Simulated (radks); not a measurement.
Task: Neutral platinum: order these configurations by energy. Calculated with a radial shooting solver on a logarithmic mesh with Libxc functionals: scalar-relativistic Kohn-Sham, BLYP, spin-polarised, spherical densities, finite nucleus; Fermi nuclear charge, rms radius of each element as measured or else 0.836 A^(1/3) + 0.57 fm. Open shells are filled with parallel spins first. [Xe] 4f14 5d10; [Xe] 4f14 5d8 6s1 6p1; [Xe] 4f14 5d8 6s2; [Xe] 4f14 5d9 6p1; [Xe] 4f14 5d9 6s1.

Result: From the lowest, in eV above it: [Xe] 4f14 5d9 6s1 0.000; [Xe] 4f14 5d10 0.476; [Xe] 4f14 5d8 6s2 0.724; [Xe] 4f14 5d9 6p1 5.153; [Xe] 4f14 5d8 6s1 6p1 5.503.
